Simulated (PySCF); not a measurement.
**Spinor energies of O+ (oxygen, charge +1)**

Start: [He] 2s1 2p3 3s1; 2s1/2 filled at m_j = +1/2; 2p3/2 filled at m_j = -1/2, +1/2, +3/2; 3s1/2 filled at m_j = +1/2. Calculated with PySCF 2.14 in x2c-TZVPall-2c with one added diffuse shell each of s, p, d type (6s4p3d1f, 40 functions): generalised Hartree-Fock with the X2C-1e Hamiltonian and a Gaussian nucleus; one run each with spin-orbit coupling (SO) switched off, then screened by Boettger's factors. This is a chosen level, not necessarily the ground level.

| spinor shell | electrons | ε, spin-free (eV) | ε, screened SO (eV) | weight of nominal j (screened SO) | rms radius, screened SO (bohr) |
| --- | --- | --- | --- | --- | --- |
| 1s1/2 | 2 | -593.91 | -593.91 | 1.000 | 0.230 |
| 2s1/2 | 1 | -68.427 | -68.427 | 1.000 | 1.09 |
| 2p3/2 | 3 | -47.990 | -47.990 | 0.666 | 1.11 |
| 3s1/2 | 1 | -11.954 | -11.954 | 1.000 | 3.59 |

| quantity | spin-free | screened SO |
| --- | --- | --- |
| E (hartree) | -73.39011 | -73.39012 |
| M_J | 5/2 | 5/2 |
| ⟨J²⟩ | 8.750 | 8.750 |
| ⟨L²⟩ | 0.000 | 0.000 |
| ⟨S²⟩ | 8.750 | 8.750 |

Each row is a mean over spinors that exchange with the open shell spreads, by up to 6.961 eV (1s1/2).

Rows whose weight is well below 1 are mixtures of j = l ± 1/2: exchange outweighs spin-orbit coupling there, and the label is only the starting occupation.

Without spin-orbit coupling the j labels of p, d and f shells carry no meaning; the spin-free column gives the mean over the occupied spinors of each nl shell.
